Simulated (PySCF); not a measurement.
## `Oc1ccn2ccnc2c1`, C₇H₆N₂O

Molfile (atoms numbered from 1):
```
C7H6N2O
     RDKit          3D

 16 17  0  0  0  0  0  0  0  0999 V2000
   -3.0924   -0.8257    0.0654 O   0  0  0  0  0  0  0  0  0  0  0  0
   -1.7991   -0.4154    0.0287 C   0  0  0  0  0  0  0  0  0  0  0  0
   -1.5737    0.9695   -0.1827 C   0  0  0  0  0  0  0  0  0  0  0  0
   -0.3069    1.4557   -0.2328 C   0  0  0  0  0  0  0  0  0  0  0  0
    0.7422    0.6166   -0.0817 N   0  0  0  0  0  0  0  0  0  0  0  0
    2.0889    0.8283   -0.0901 C   0  0  0  0  0  0  0  0  0  0  0  0
    2.6620   -0.4010    0.1134 C   0  0  0  0  0  0  0  0  0  0  0  0
    1.7278   -1.3648    0.2475 N   0  0  0  0  0  0  0  0  0  0  0  0
    0.5654   -0.7537    0.1298 C   0  0  0  0  0  0  0  0  0  0  0  0
   -0.7378   -1.2685    0.1849 C   0  0  0  0  0  0  0  0  0  0  0  0
   -3.1315   -1.7784    0.2128 H   0  0  0  0  0  0  0  0  0  0  0  0
   -2.4255    1.6169   -0.3006 H   0  0  0  0  0  0  0  0  0  0  0  0
   -0.0857    2.5004   -0.3904 H   0  0  0  0  0  0  0  0  0  0  0  0
    2.5174    1.7981   -0.2350 H   0  0  0  0  0  0  0  0  0  0  0  0
    3.7052   -0.6421    0.1705 H   0  0  0  0  0  0  0  0  0  0  0  0
   -0.8639   -2.3270    0.3487 H   0  0  0  0  0  0  0  0  0  0  0  0
  1  2  1  0
  2  3  1  0
  3  4  2  0
  4  5  1  0
  5  6  1  0
  6  7  2  0
  7  8  1  0
  8  9  2  0
  9 10  1  0
 10  2  2  0
  9  5  1  0
  1 11  1  0
  3 12  1  0
  4 13  1  0
  6 14  1  0
  7 15  1  0
 10 16  1  0
M  END
```

Computed, not measured: PySCF 2.14.0, GIAO B3LYP/pcSseg-1 magnetisability, rotational g tensor and spin-rotation constants, non-relativistic, gas phase. Geometry: GFN2-xTB.

Q: Give the nuclear spin-rotation constants along the inertial axes (H = +C I·J) beside the isotropic shieldings.

A: Rotational constants 3.6464, 1.1041, 0.8475 GHz. A star marks the isotopologue with that one atom substituted, in its own axes.
```tsv
atom	isotope	Caa (kHz)	Cbb (kHz)	Ccc (kHz)	mean (kHz)	σ (ppm)
N5	14N	0.623	0.175	0.043	0.280	36.7
N8	14N	0.889	0.195	0.029	0.371	-16.8
H11	1H	-0.397	0.044	-0.108	-0.153	27.5
H12	1H	0.043	-0.015	-0.094	-0.022	25.2
H13	1H	-0.353	0.108	-0.078	-0.108	23.7
H14	1H	-0.176	0.060	-0.091	-0.069	24.5
H15	1H	0.378	-0.102	-0.082	0.064	24.2
H16	1H	-0.350	0.105	-0.091	-0.112	25.0
O1	17O*	-0.521	-0.204	-0.113	-0.280	207.2
C2	13C*	1.769	0.466	0.165	0.800	19.8
C3	13C*	1.331	0.414	0.108	0.618	71.4
C4	13C*	1.224	0.505	0.133	0.621	52.4
C6	13C*	1.327	0.370	0.149	0.616	69.6
C7	13C*	1.768	0.382	0.156	0.768	39.2
C9	13C*	1.399	0.517	0.173	0.697	30.5
C10	13C*	1.184	0.404	0.128	0.572	77.8
```
For the geometry as given, no vibrational averaging.
